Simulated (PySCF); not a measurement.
## First-order multiplets

Geometry:
| atom | x (Å) | y (Å) | z (Å) |
| --- | --- | --- | --- |
| F1 | 2.514 | -1.383 | 0.350 |
| C2 | 2.110 | -0.168 | 0.039 |
| F3 | 2.603 | 0.692 | 0.929 |
| F4 | 2.597 | 0.157 | -1.158 |
| C5 | 0.583 | -0.064 | 0.016 |
| O6 | -0.038 | -1.136 | 0.248 |
| B7 | -1.581 | -1.240 | 0.270 |
| O8 | -2.134 | 0.162 | -0.045 |
| C9 | -1.413 | 1.174 | -0.263 |
| C10 | -0.017 | 1.161 | -0.254 |
| H11 | -1.920 | -1.542 | 1.396 |
| H12 | -1.918 | -1.993 | -0.620 |
| H13 | -1.960 | 2.107 | -0.468 |
| H14 | 0.566 | 2.058 | -0.446 |

Gas phase, equivalent nuclei averaged, one computed conformer, no relativistic terms. PBE0-D3(BJ)/def2-SVP structure; spin–spin couplings from B3LYP/pcJ-1 (spin–dipole term only in couplings to heteroatoms); σ from GIAO-PBE0/pcSseg-1; PySCF 2.14.0 with density-fitted response routines.

Chemical shifts δ = σref − σ; ¹H (31.27 ppm) against TMS, all at this level.

Spectrometer: 600 MHz for ¹H. First-order analysis; couplings under 1 Hz (under 4 Hz in carbon signals) are ignored, and nearly equal couplings are merged; the smaller ones broaden or split the lines further.

Problem. What pattern does H13 show (¹H)?

Solution. A doublet at δ 7.68: 4.2 Hz to H14 (1 × ¹H, 3 bonds away). Lines in Hz from the centre (relative intensity): +2.1 (1), -2.1 (1). The outer lines are 4.2 Hz apart, the sum of the couplings kept, or 0.007 ppm at this field.

Problem. What pattern does H14 show (¹H)?

Solution. A doublet at δ 5.23: 4.2 Hz to H13 (1 × ¹H, 3 bonds away). Lines in Hz from the centre (relative intensity): +2.1 (1), -2.1 (1). The outer lines are 4.2 Hz apart, the sum of the couplings kept, or 0.007 ppm at this field.

Hydrogens on boron are broadened and split by ¹¹B (spin 3/2, 80 %) and 10B (spin 3). Unscaled 3J(H,H) at this level run about 10 % above measured values.
